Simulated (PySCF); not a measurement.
Gas-phase reaction: 2 SnCl₃ + 4 SnHCl = 5 SnCl₂ + SnH₄

Method: PySCF energies (xtb for GFN2) plus ideal-gas RRHO corrections (1 bar). † marks an energy on the PBE0/def2-TZVP geometry and frequencies; other levels use their own. MP2 freezes the core. Open shells (unrestricted): SnCl₃ (multiplicity 2); the rest are closed-shell singlets. GFN2 has no spin-polarisation term. Sn: scalar-relativistic def2 core potential, no spin-orbit coupling. SnCl₃, SnHCl: computed as isolated molecules; such fragments, hydroxides, amides, oligomers or adducts are transient or little studied in the gas. MP2 isn't extrapolated to the basis-set limit; its ΔH°(298 K) is -418.1 kJ in def2-SVP and -479.7 kJ in def2-TZVPP. The harmonic model lacks anharmonicity and excited electronic states, which grow with temperature; levels with a mode under 35 cm⁻¹ are left out. Soft modes under 120 cm⁻¹ make the harmonic entropy rough for SnCl₃, SnCl₂.

```json
[
 {"level": "GFN2-xTB", "ΔE electronic, kJ": "-397", "ΔH°(298 K), kJ": "-373", "ΔS°(298 K), J/K": "-65", "ΔG°(800 K), kJ": "-316"},
 {"level": "MP2/def2-TZVPP†", "ΔE electronic, kJ": "-490", "ΔH°(298 K), kJ": "-480", "ΔS°(298 K), J/K": "-40", "ΔG°(800 K), kJ": "-445"},
 {"level": "PBE/def2-SVP", "ΔE electronic, kJ": "-447", "ΔH°(298 K), kJ": "-437", "ΔS°(298 K), J/K": "-44", "ΔG°(800 K), kJ": "-399"},
 {"level": "ωB97M-V/def2-TZVP†", "ΔE electronic, kJ": "-450", "ΔH°(298 K), kJ": "-440", "ΔS°(298 K), J/K": "-40", "ΔG°(800 K), kJ": "-405"},
 {"level": "ωB97X-V/def2-TZVP†", "ΔE electronic, kJ": "-453", "ΔH°(298 K), kJ": "-443", "ΔS°(298 K), J/K": "-40", "ΔG°(800 K), kJ": "-409"}
]
```
ΔH° is lowest at MP2/def2-TZVPP† and highest at GFN2-xTB. No reference value is set beside these.
